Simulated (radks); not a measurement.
Spherical quantum dot in the effective-mass picture: electrons in a hard-walled sphere of radius 2.69, with a point charge +1 (a donor) at the centre, all in effective atomic units (hartree* = m*/eps^2 hartree, bohr* = eps/m* bohr), one dielectric constant everywhere. Calculated with a radial shooting solver with Libxc functionals: non-relativistic Kohn-Sham, LDA (Slater exchange, Perdew-Wang correlation), spin-polarised, spherical densities. Levels are named by radial order and angular momentum (1s, 1p, 1d, 2s, ...), and open shells are averaged over m.

N = 4, configuration 1s2 1p(up 2, down 0). This is the lowest configuration that the search found. Occupied and some empty levels:

level    occupation  eigenvalue (hartree*)  <r> (bohr*)
1s up             1                 1.7325        1.263
1s down           1                 1.8336        1.246
1p up             2                 2.5245        1.608
1p down           0                 2.6440        1.607
1d up             0                 3.4059        1.758
2s up             0                 3.5075        1.309
1d down           0                 3.5259        1.761
2s down           0                 3.5844        1.320
1f up             0                 4.4636        1.858
1f down           0                 4.5807        1.861

Energy (hartree*): total 4.14267, kinetic 4.2609, external -3.4635, Hartree 4.9803, exchange-correlation -1.6351.
